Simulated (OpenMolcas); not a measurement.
**Bi+: effect of the level shift or regulariser**

| Quantity | Value |
| --- | --- |
| Program | OpenMolcas |
| Basis | ANO-R2 [8s7p5d3f1g] |
| Scalar Hamiltonian | X2C, finite nucleus |
| Active space | 2 electrons in 3 orbitals (6p) |
| State averaging | 2S+1 = 3 even, 3 roots; 2S+1 = 1 even, 6 roots |
| Spin-orbit coupling | state interaction with AMFI integrals over the reference wave functions, term energies averaged over their components |

Methods on the same reference wave functions:
A. CASSCF
B. SS-CASPT2, IPEA 0.25 Eh, imaginary shift 0.1 Eh (closed shells correlated: 5d 6s)
C. SS-CASPT2, IPEA 0.25 Eh, real shift 0.2 Eh (closed shells correlated: 5d 6s)

Energies in cm⁻¹ above 6s² 6p² ³P₀.

| Level | A | B | C |
| --- | --- | --- | --- |
| 6s² 6p² ³P₀ | 0.0 | 0.0 | 0.0 |
| 6s² 6p² ³P₁ | 10471 | 10980 | 10960 |
| 6s² 6p² ³P₂ [59 %] | 15212 | 15170 | 15170 |
| 6s² 6p² ¹D₂ [59 %] | 30079 | 29720 | 29720 |
| 6s² 6p² ¹S₀ | 43466 | 40710 | 40770 |

Between B and C the level of the table that moves most is 6s² 6p² ¹S₀, by 59 cm-1 (lowest in B, highest in C). Moves below CASPT2's spread within the term are not significant.

From A to B the spin-free energies of the other terms of 6s² 6p² shown, above ³P, scale by factors of 0.83 to 0.84.

The lowest spin-free term lies below A's lowest term by 0.467 hartree in B, 0.466 hartree in C.

CASPT2 does not keep the components of a term degenerate, so their means are used; among the terms shown or strongly mixed into the levels shown the widest spread is 66 cm-1 (6s² 6p² ¹D, B). Spin-orbit splittings of 6p shells tend to come out small when the coupling is added on scalar orbitals. With the s shell closed, the reference lacks s² → p² mixing. Levels of configurations outside the active space are missing.

A share in square brackets marks a mixed level and gives the weight of the term that names it, the lowest over the columns.
